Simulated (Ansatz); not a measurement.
The inner images of a band of FH3O2Si + H (8 atoms, charge 0, multiplicity 2) are given out of order.

All numbers below come from Ansatz, UHF/6-31G*.

First end point:

```xyz
8
Properties=species:S:1:pos:R:3
Si -0.243 -0.011 -0.092
H 0.043 0.149 1.326
F 1.142 -0.265 -0.830
O -0.960 1.339 -0.627
H -1.482 1.295 -1.417
O -1.201 -1.282 -0.441
H -0.810 -2.132 -0.583
H 0.433 0.211 4.825
```

Last end point:

```xyz
8
Properties=species:S:1:pos:R:3
Si -0.252 0.154 -0.560
H 0.507 0.301 3.874
F 1.104 -0.250 -1.295
O -1.023 1.339 -1.364
H -1.723 1.085 -1.953
O -1.238 -1.151 -0.581
H -0.875 -2.004 -0.384
H 0.422 -0.170 4.426
```

Q: Put them in order from the first end to the last, with their energies above the first end.
A.
```xyz
8
Properties=species:S:1:pos:R:3
Si -0.219 -0.028 0.002
H 0.080 0.087 1.421
F 1.160 -0.254 -0.756
O -0.944 1.337 -0.481
H -1.469 1.322 -1.270
O -1.179 -1.289 -0.377
H -0.791 -2.139 -0.527
H 0.284 0.267 4.151
```
B.
```xyz
8
Properties=species:S:1:pos:R:3
Si -0.216 -0.028 0.101
H 0.016 0.071 1.534
F 1.199 -0.253 -0.585
O -0.915 1.342 -0.404
H -1.452 1.319 -1.184
O -1.167 -1.278 -0.332
H -0.788 -2.141 -0.426
H 0.245 0.272 3.459
```
C.
```xyz
8
Properties=species:S:1:pos:R:3
Si -0.176 -0.049 -0.171
H 0.169 0.196 2.819
F 1.217 -0.269 -0.914
O -0.885 1.332 -0.655
H -1.582 1.271 -1.295
O -1.178 -1.273 -0.594
H -0.851 -2.161 -0.571
H 0.209 0.258 3.544
```
D.
```xyz
8
Properties=species:S:1:pos:R:3
Si -0.160 0.040 -0.482
H 0.354 0.359 3.593
F 1.117 -0.303 -1.373
O -0.940 1.346 -1.058
H -1.698 1.196 -1.609
O -1.201 -1.219 -0.594
H -0.863 -2.102 -0.534
H 0.313 -0.013 4.220
```
E.
```xyz
8
Properties=species:S:1:pos:R:3
Si -0.209 -0.025 0.155
H 0.050 0.135 1.885
F 1.212 -0.271 -0.520
O -0.893 1.342 -0.385
H -1.459 1.294 -1.145
O -1.169 -1.273 -0.275
H -0.794 -2.138 -0.365
H 0.183 0.241 2.814
```
F.
```xyz
8
Properties=species:S:1:pos:R:3
Si -0.190 -0.032 -0.317
H 0.266 0.247 3.229
F 1.170 -0.280 -1.111
O -0.921 1.330 -0.822
H -1.625 1.243 -1.453
O -1.205 -1.269 -0.662
H -0.868 -2.154 -0.658
H 0.295 0.219 3.957
```
G.
```xyz
8
Properties=species:S:1:pos:R:3
Si -0.191 -0.047 -0.021
H 0.102 0.153 2.400
F 1.228 -0.267 -0.713
O -0.880 1.345 -0.498
H -1.509 1.318 -1.207
O -1.175 -1.274 -0.471
H -0.827 -2.155 -0.452
H 0.175 0.229 3.125
```

A: A (+0.01 eV), B (+0.10 eV), E (+0.92 eV), G (+0.38 eV), C (+0.22 eV), F (+0.19 eV), D (+0.18 eV).

Run time: 3.2 min on 1 thread of Arm Neoverse V2, on a shared host, peak memory 0.15 GiB.
